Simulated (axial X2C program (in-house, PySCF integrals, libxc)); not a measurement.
Low determinants of GaSn at the PBE0 level, 2c

Calculated with an axial X2C code built on PySCF integrals. Two-component (2c) means X2C with spin–orbit coupling and atomic mean-field two-electron Coulomb and Gaunt terms. Basis: Sn dyall-cv3z [11s12p9d4f1g], Ga dyall-cv3z [9s9p7d4f1g] (cores contracted in-house); Gaussian nuclei, density fitting, unrestricted open shells. Masses: Sn 119.902 u, Ga 68.926 u.

Search at 2.640 Å (vertical energies from the lowest determinant):

```json
{"ΔE (eV)": "0.00", "state": "Ω = 3/2", "electrons beyond evenly filled partner blocks": "ω = 3/2", "electrons in ±ω = 1/2, 3/2, 5/2, 7/2": "52 23 6 0"}
{"ΔE (eV)": "0.36", "state": "Ω = 1/2", "electrons beyond evenly filled partner blocks": "2 × ω = -1/2, ω = 3/2", "electrons in ±ω = 1/2, 3/2, 5/2, 7/2": "52 23 6 0"}
{"ΔE (eV)": "0.51", "state": "Ω = 1/2", "electrons beyond evenly filled partner blocks": "ω = 1/2", "electrons in ±ω = 1/2, 3/2, 5/2, 7/2": "53 22 6 0"}
{"ΔE (eV)": "0.75", "state": "Ω = 5/2", "electrons beyond evenly filled partner blocks": "2 × ω = 1/2, ω = 3/2", "electrons in ±ω = 1/2, 3/2, 5/2, 7/2": "52 23 6 0"}
{"ΔE (eV)": "0.94", "state": "Ω = 1/2", "electrons beyond evenly filled partner blocks": "ω = 1/2", "electrons in ±ω = 1/2, 3/2, 5/2, 7/2": "51 24 6 0"}
{"ΔE (eV)": "2.36", "state": "Ω = 5/2", "electrons beyond evenly filled partner blocks": "ω = -1/2, 2 × ω = 3/2", "electrons in ±ω = 1/2, 3/2, 5/2, 7/2": "51 24 6 0"}
{"ΔE (eV)": "2.51", "state": "Ω = 7/2", "electrons beyond evenly filled partner blocks": "ω = 1/2, 2 × ω = 3/2", "electrons in ±ω = 1/2, 3/2, 5/2, 7/2": "51 24 6 0"}
```

Lowest determinant, Ω = 3/2 (⟨Sz⟩ = 1.48, ⟨Lz⟩ = 0.02 at PBE0): Re = 2.662 Å, ωe = 180.0 cm⁻¹.

The determinant in row 2 of the search, Ω = 1/2 (⟨Sz⟩ = 0.50, ⟨Lz⟩ = 0.00 at PBE0), was followed along the bond at PBE0; measured from the minimum of the lowest determinant it gives:

Te = 0.366 eV (2948 cm⁻¹), Re = 2.647 Å, ωe = 183.6 cm⁻¹.

Q: Compare the bond of the determinant in row 2 with that of the lowest one.

A: At PBE0 its Re is 0.015 Å shorter and its force constant, which goes as ωe², is 1.04 times that of the lowest determinant. This determinant mixes spin states, so it has no term energy of its own.

The search compares states at one distance, so a state with another bond length can lie lower; it is not exhaustive and yields mostly the lowest determinant of each block pattern, so other components and higher states of one pattern are missing. These are energies of single determinants, not of spin-adapted states; PBE0 term energies can be off by some tenths of an eV, and the functional has no current term. The lowest determinant need not be the ground state where others lie within half an eV.
